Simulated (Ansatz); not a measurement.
Species: sum formula H3SiSO3, charge 0, multiplicity 2. It need not be the lowest isomer of its formula. SMILES: O[Si](O)(O)[S]
Coordinates optimised at B3LYP-D3(BJ)/def2-TZVP (Ansatz, a first-principles code):
```xyz
8

O      0.3465    -1.5061    -0.8187
Si    -0.0038     0.0203    -0.3324
O     -1.4230     0.4314    -1.0290
O      1.0699     1.1607    -0.7893
S      0.0188    -0.0392     1.7931
H      1.1555    -1.9072    -0.4890
H     -2.1784    -0.1499    -0.9115
H      0.8280     1.7117    -1.5399
```
Charge 0, spin multiplicity 2.

Parts of the frozen-core correlation energy in 6-31G (Ansatz, hartree). Frozen orbitals: 13; correlated occupied orbitals by spin: 16 and 15; virtual: 30 and 31. UHF or UKS for open shells. Spin-orbit coupling is left out. Non-relativistic.

| term | value |
|---|---|
| reference (HF) | -912.72024 |
| MP2 opposite-spin | -0.33211 |
| MP2 same-spin | -0.11498 |
| CCSD correlation | -0.46225 |
| (T) | -0.00788 |
| T1 diagnostic | 0.015 |
| largest doubles amplitude | 0.034 |
| <S^2> of the reference | 0.753 |
